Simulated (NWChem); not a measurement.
System: GeS, singlet; SMILES [S]=[Ge]

The following NWChem deck was run.

```
start job
memory heap 200 mb stack 900 mb global 1100 mb
geometry units angstroms
  Ge     0.000000     0.000000    -0.682473
  S      0.000000     0.000000     1.360821
end
basis spherical
  Ge library 6-311g**
  S library 6-311g**
end
dft
  xc xpbe96 cpbe96
  iterations 150
end
driver
  maxiter 120
end
task dft optimize
task dft freq
```

Output (shortened):

```
             Northwest Computational Chemistry Package (NWChem) 7.3.0
             --------------------------------------------------------

 ORDER OF PRIMARY AXIS IS BEING SET TO 4
 C4V symmetry detected

                             Geometry "geometry" -> ""
                             -------------------------

 Output coordinates in angstroms (scale by  1.889725989 to convert to a.u.)

  No.       Tag          Charge          X              Y              Z
 ---- ---------------- ---------- -------------- -------------- --------------
    1 Ge                  32.0000     0.00000000     0.00000000    -0.68109800
    2 S                   16.0000     0.00000000     0.00000000     1.36219600

 Effective nuclear repulsion energy (a.u.)     132.5990050809

      Symmetry information
      --------------------

 Group name             C4v
 Group number             18
 Group order               8
 No. of unique centers     2

                                Z-matrix (autoz)
                                --------

 Units are Angstrom for bonds and degrees for angles

      Type          Name      I     J     K     L     M      Value
      ----------- --------  ----- ----- ----- ----- ----- ----------
    1 Stretch                  1     2                       2.04329

  pbe96 is a nonlocal functional; adding pw91lda local functional.

                           NWChem Geometry Optimization
                           ----------------------------

 maximum gradient threshold         (gmax) =   0.000450
 rms gradient threshold             (grms) =   0.000300
 maximum cartesian step threshold   (xmax) =   0.001800
 rms cartesian step threshold       (xrms) =   0.001200
 fixed trust radius                (trust) =   0.300000
 source of zmatrix                         =   autoz

          -------------------
          Energy Minimization
          -------------------

 Using diagonal initial Hessian
 Scaling for Hessian diagonals: bonds = 1.00  angles = 0.25  torsions = 0.10

          --------
          Step   0

                                 NWChem DFT Module
                                 -----------------

[...]

      ----------------------
      Optimization converged
      ----------------------

  Step       Energy      Delta E   Gmax     Grms     Xrms     Xmax
  ---- ---------------- -------- -------- -------- -------- --------
@    2   -2474.72124730 -5.7D-07  0.00003  0.00003  0.00066  0.00114
                                     ok       ok       ok       ok

                                Z-matrix (autoz)
                                --------

 Units are Angstrom for bonds and degrees for angles

      Type          Name      I     J     K     L     M      Value     Gradient
      ----------- --------  ----- ----- ----- ----- ----- ---------- ----------
    1 Stretch                  1     2                       2.04550    0.00003

                         Geometry "geometry" -> "geometry"
                         ---------------------------------

 Output coordinates in angstroms (scale by  1.889725989 to convert to a.u.)

  No.       Tag          Charge          X              Y              Z
 ---- ---------------- ---------- -------------- -------------- --------------
    1 Ge                  32.0000     0.00000000     0.00000000    -0.68220116
    2 S                   16.0000     0.00000000     0.00000000     1.36329916

 Effective nuclear repulsion energy (a.u.)     132.4559811310

      Symmetry information
      --------------------

 Group name             C4v
 Group number             18
 Group order               8
 No. of unique centers     2

                Final and change from initial internal coordinates
                --------------------------------------------------

                                Z-matrix (autoz)
                                --------

 Units are Angstrom for bonds and degrees for angles

[...]

 Rotational Constants
 --------------------
 A=   0.000000 cm-1  (  0.000000 K)
 B=   0.180521 cm-1  (  0.259724 K)
 C=   0.180521 cm-1  (  0.259724 K)

 Temperature                      =   298.15K
 frequency scaling parameter      =   1.0000

 Linear Molecule

 Zero-Point correction to Energy  =    0.786 kcal/mol  (  0.001252 au)
 Thermal correction to Energy     =    2.385 kcal/mol  (  0.003801 au)
 Thermal correction to Enthalpy   =    2.978 kcal/mol  (  0.004745 au)

 Total Entropy                    =   56.396 cal/mol-K
   - Translational                =   39.871 cal/mol-K (mol. weight = 105.8940)
   - Rotational                   =   15.981 cal/mol-K (symmetry #  =        1)
   - Vibrational                  =    0.544 cal/mol-K

 Cv (constant volume heat capacity) =    6.105 cal/mol-K
   - Translational                  =    2.979 cal/mol-K
   - Rotational                     =    1.986 cal/mol-K
   - Vibrational                    =    1.139 cal/mol-K

[normal modes left out]

 ----------------------------------------------------------------------------
 Normal Eigenvalue ||           Projected Infra Red Intensities
  Mode   [cm**-1]  || [atomic units] [(debye/angs)**2] [(KM/mol)] [arbitrary]
 ------ ---------- || -------------- ----------------- ---------- -----------
    1        0.000 ||    0.000757           0.017         0.738       1.060
    2        0.000 ||    0.000757           0.017         0.738       1.060
    3        0.000 ||    0.001750           0.040         1.706       2.451
    4        0.000 ||    0.001750           0.040         1.706       2.451
    5        0.000 ||    0.000000           0.000         0.000       0.000
    6      550.032 ||    0.037820           0.873        36.869      52.977
 ----------------------------------------------------------------------------
```

Level: PBE/6-311G** (spherical d). Low-valent species are run as closed-shell singlets; no triplet was tried in these runs.
